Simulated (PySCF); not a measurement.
PySCF input for Si(H)(Cl) cation (ClHSi), SMILES [SiH]Cl (connectivity only; charge and spin as stated), charge +1, multiplicity 2, TDA-PBE/def2-TZVPD. The structure is a stationary point at B3LYP-D3(BJ)/def2-TZVP. The spin state was assumed, not searched. The isomer is the one that the SMILES or the coordinates give; other isomers of the formula were not compared.

```python
import numpy as np
from pyscf import gto, scf, dft, tdscf

mol = gto.M(
    atom='''
    Si   -0.11742549    1.01764553    0.00000000
    H     1.18829438    1.76913880    0.00000000
    Cl    0.02680367   -0.94212802    0.00000000
    ''',
    basis='def2-TZVPD',
    charge=1,
    spin=1,
    max_memory=1600,
    verbose=4,
)
mf = dft.UKS(mol, xc='pbe').density_fit(auxbasis='def2-universal-jkfit')
mf.grids.level = 3
mf.conv_tol = 1e-9
mf.max_cycle = 100
mf.kernel()
fine, coarse = mf.grids, dft.Grids(mol).set(level=1).build(with_non0tab=True)
for _ in range(3):  # follow internal instabilities
    mf.grids = coarse
    mo, _, stable, _ = mf.stability(return_status=True, nroots=4)
    mf.grids = fine
    if stable:
        break
    mf.kernel(mf.make_rdm1(mo, mf.mo_occ))
mf.grids = dft.Grids(mol).set(level=1).build(with_non0tab=True)  # coarser grid for the response kernel
td = tdscf.TDA(mf)
td.nstates = 10
td.conv_tol = 1e-4
td.positive_eig_threshold = 1e-6
td.kernel(x0=td.get_init_guess(mf, 15))
td.analyze()
```

Log of the run:

```
PySCF version 2.14.0

[INPUT] verbose = 4
[INPUT] num. atoms = 3
[INPUT] num. electrons = 31
[INPUT] charge = 1
[INPUT] spin (= nelec alpha-beta = 2S) = 1
[INPUT] symmetry False subgroup None
[INPUT] Mole.unit = angstrom
[INPUT] Symbol           X                Y                Z      unit          X                Y                Z       unit  Magmom
[INPUT]  1 Si    -0.117425490000   1.017645530000   0.000000000000 AA   -0.221902016143   1.923071343588   0.000000000000 Bohr   0.0
[INPUT]  2 H      1.188294380000   1.769138800000   0.000000000000 AA    2.245550933560   3.343187808342   0.000000000000 Bohr   0.0
[INPUT]  3 Cl     0.026803670000  -0.942128020000   0.000000000000 AA    0.050651595433  -1.780363932079   0.000000000000 Bohr   0.0

nuclear repulsion = 72.0588197417205
number of shells = 36
number of NR pGTOs = 152
number of NR cGTOs = 98
basis = def2-TZVPD
ecp = {}


[settings echo left out]
init E= -750.046422523409
  alpha nocc = 16  HOMO = -0.211219479096361  LUMO = -0.132546525512819
  beta  nocc = 15  HOMO = -0.361326628947275  LUMO = -0.211219479096361

WARN: HOMO -0.211219479096361 >= LUMO -0.211219479096361

cycle= 1 E= -749.595657072797  delta_E= 0.451  |g|= 0.241  |ddm|= 1.01
  alpha nocc = 16  HOMO = -0.50403079727295  LUMO = -0.416636237414533
  beta  nocc = 15  HOMO = -0.550884015294169  LUMO = -0.471909845865468
  HOMO = -0.504030797273  LUMO = -0.471909845865  gap/eV = 0.87406
cycle= 2 E= -749.342106111076  delta_E= 0.254  |g|= 0.681  |ddm|= 0.899
  alpha nocc = 16  HOMO = -0.501107172510991  LUMO = -0.389233066094913
  beta  nocc = 15  HOMO = -0.58765305004801  LUMO = -0.448890635825894
  HOMO = -0.501107172511  LUMO = -0.448890635826  gap/eV = 1.42088
cycle= 3 E= -749.632565696458  delta_E= -0.29  |g|= 0.0939  |ddm|= 0.621
  alpha nocc = 16  HOMO = -0.489716119014176  LUMO = -0.375773072694411
  beta  nocc = 15  HOMO = -0.561138956762362  LUMO = -0.434258478749069
  HOMO = -0.489716119014  LUMO = -0.434258478749  gap/eV = 1.50908
cycle= 4 E= -749.636549973242  delta_E= -0.00398  |g|= 0.0216  |ddm|= 0.111
  alpha nocc = 16  HOMO = -0.489539414381174  LUMO = -0.374475342837037
  beta  nocc = 15  HOMO = -0.562829368196757  LUMO = -0.430941106972313
  HOMO = -0.489539414381  LUMO = -0.430941106972  gap/eV = 1.59454
cycle= 5 E= -749.636819040507  delta_E= -0.000269  |g|= 0.00632  |ddm|= 0.0276
  alpha nocc = 16  HOMO = -0.489433416890357  LUMO = -0.374493133981677
  beta  nocc = 15  HOMO = -0.562586408309014  LUMO = -0.430286325039894
  HOMO = -0.48943341689  LUMO = -0.43028632504  gap/eV = 1.60947
cycle= 6 E= -749.636847105667  delta_E= -2.81e-05  |g|= 0.00188  |ddm|= 0.00799
  alpha nocc = 16  HOMO = -0.48962003935101  LUMO = -0.374657863129205
  beta  nocc = 15  HOMO = -0.562887218304969  LUMO = -0.430192631033311
  HOMO = -0.489620039351  LUMO = -0.430192631033  gap/eV = 1.61710
cycle= 7 E= -749.636849280374  delta_E= -2.17e-06  |g|= 0.000606  |ddm|= 0.00199
  alpha nocc = 16  HOMO = -0.489635984353463  LUMO = -0.374663874941078
  beta  nocc = 15  HOMO = -0.562855264686279  LUMO = -0.430137034987712
  HOMO = -0.489635984353  LUMO = -0.430137034988  gap/eV = 1.61905
cycle= 8 E= -749.636849516054  delta_E= -2.36e-07  |g|= 0.000156  |ddm|= 0.000794
  alpha nocc = 16  HOMO = -0.489640477250461  LUMO = -0.374669762584261
  beta  nocc = 15  HOMO = -0.562818447343924  LUMO = -0.430131553077942
  HOMO = -0.48964047725  LUMO = -0.430131553078  gap/eV = 1.61932
cycle= 9 E= -749.636849537538  delta_E= -2.15e-08  |g|= 3.09e-05  |ddm|= 0.000213
  alpha nocc = 16  HOMO = -0.489643837594564  LUMO = -0.374678575726858
  beta  nocc = 15  HOMO = -0.562829187654282  LUMO = -0.430135569810634
  HOMO = -0.489643837595  LUMO = -0.430135569811  gap/eV = 1.61930
cycle= 10 E= -749.63684953833  delta_E= -7.91e-10  |g|= 1.24e-05  |ddm|= 4.97e-05
  alpha nocc = 16  HOMO = -0.489642382159829  LUMO = -0.374677435404763
  beta  nocc = 15  HOMO = -0.562828616783289  LUMO = -0.430134788792692
  HOMO = -0.48964238216  LUMO = -0.430134788793  gap/eV = 1.61928
Extra cycle  E= -749.636849538219  delta_E= 1.11e-10  |g|= 1.91e-05  |ddm|= 2.45e-05
converged SCF energy = -749.636849538219  <S^2> = 0.75376281  2S+1 = 2.0037593
tot grids = 15200
uhf_internal: lowest eigs of H = [0.19701671 0.25753032 0.27221759 0.29913133]
<class 'pyscf.df.df_jk.DFUKS'> wavefunction is stable in the internal stability analysis
tot grids = 15200
Overwritten attributes  positive_eig_threshold  of <class 'pyscf.tdscf.uks.TDA'>


******** <class 'pyscf.tdscf.uks.TDA'> for <class 'pyscf.df.df_jk.DFUKS'> ********
nstates = 10
deg_eia_thresh = 1.000e-03
wfnsym = None
conv_tol = 0.0001
eigh lindep = 1e-12
eigh level_shift = 0
eigh max_cycle = 100


Excitation energies (eV)
[2.57662739 3.67642698 3.84827565 4.62508651 4.72923893 5.12467408
 5.16714002 5.93461454 6.01804995 6.32093796]

** Excitation energies and oscillator strengths **
Excited State   1:      2.57663 eV    481.19 nm  f=0.0074
      16a ->   17a     -0.98960
Excited State   2:      3.67643 eV    337.24 nm  f=0.0111
      14a ->   17a     -0.22824
      15b ->   16b     -0.96513
Excited State   3:      3.84828 eV    322.18 nm  f=0.0021
      15a ->   17a     -0.13871
      14b ->   16b     -0.98321
Excited State   4:      4.62509 eV    268.07 nm  f=0.0017
      14a ->   17a      0.77558
      13b ->   16b     -0.17569
      14b ->   17b     -0.57777
      15b ->   16b     -0.13792
Excited State   5:      4.72924 eV    262.17 nm  f=0.0008
      15a ->   17a     -0.85204
      14b ->   16b      0.14167
      15b ->   17b      0.49697
Excited State   6:      5.12467 eV    241.94 nm  f=0.0085
      16a ->   19a     -0.16560
      13b ->   16b      0.90478
      14b ->   17b     -0.36093
Excited State   7:      5.16714 eV    239.95 nm  f=0.0050
      15a ->   17a      0.49841
      15b ->   17b      0.85953
Excited State   8:      5.93461 eV    208.92 nm  f=0.0027
      14a ->   17a      0.15259
      16a ->   18a     -0.92557
      13b ->   16b      0.17850
      14b ->   17b      0.26680
Excited State   9:      6.01805 eV    206.02 nm  f=0.0001
      13a ->   17a     -0.77614
      13b ->   17b      0.61905
Excited State  10:      6.32094 eV    196.15 nm  f=0.0759
      14a ->   17a      0.48675
      15a ->   18a      0.11410
      16a ->   18a      0.33017
      16a ->   19a     -0.32808
      12b ->   16b     -0.18594
      13b ->   16b      0.17188
      14b ->   17b      0.61323
      15b ->   16b     -0.16007
      15b ->   18b      0.11278

** Transition electric dipole moments (AU) **
state          X           Y           Z        Dip. S.      Osc.
  1        -0.0000     -0.0000     -0.3420      0.1169      0.0074
  2        -0.2234      0.2716     -0.0000      0.1237      0.0111
  3         0.0000     -0.0000     -0.1505      0.0227      0.0021
  4        -0.0610      0.1043     -0.0000      0.0146      0.0017
  5        -0.0000      0.0000      0.0831      0.0069      0.0008
  6         0.1845      0.1837     -0.0000      0.0678      0.0085
  7        -0.0000     -0.0000     -0.1995      0.0398      0.0050
  8         0.1199     -0.0623      0.0000      0.0182      0.0027
  9         0.0000     -0.0000     -0.0186      0.0003      0.0001
 10        -0.1436      0.6854     -0.0000      0.4904      0.0759

** Transition velocity dipole moments (imaginary part, AU) **
state          X           Y           Z        Dip. S.      Osc.
  1        -0.0000      0.0000      0.0267      0.0007      0.0050
  2        -0.0070     -0.0171     -0.0000      0.0003      0.0017
  3         0.0000     -0.0000     -0.0042      0.0000      0.0001
  4         0.0060     -0.0155     -0.0000      0.0003      0.0011
  5         0.0000     -0.0000      0.0069      0.0000      0.0002
  6         0.0056      0.0102     -0.0000      0.0001      0.0005
  7        -0.0000     -0.0000     -0.0061      0.0000      0.0001
  8         0.0408     -0.0510     -0.0000      0.0043      0.0130
  9         0.0000     -0.0000      0.0043      0.0000      0.0001
 10        -0.0282     -0.0011      0.0000      0.0008      0.0023

** Transition magnetic dipole moments (imaginary part, AU) **
state          X           Y           Z
  1         0.2279      0.8680     -0.0000
  2        -0.0000      0.0000     -0.3082
  3        -0.0399      0.1408      0.0000
  4         0.0000      0.0000     -0.1656
  5        -0.1461     -0.0676     -0.0000
  6         0.0000      0.0000      0.6247
  7         0.4375      0.0413     -0.0000
  8         0.0000     -0.0000     -0.4748
  9        -0.1260      0.0471     -0.0000
 10         0.0000     -0.0000      0.0990
```

The calculation finished and met its thresholds.

Cost: very roughly 70 core-seconds.
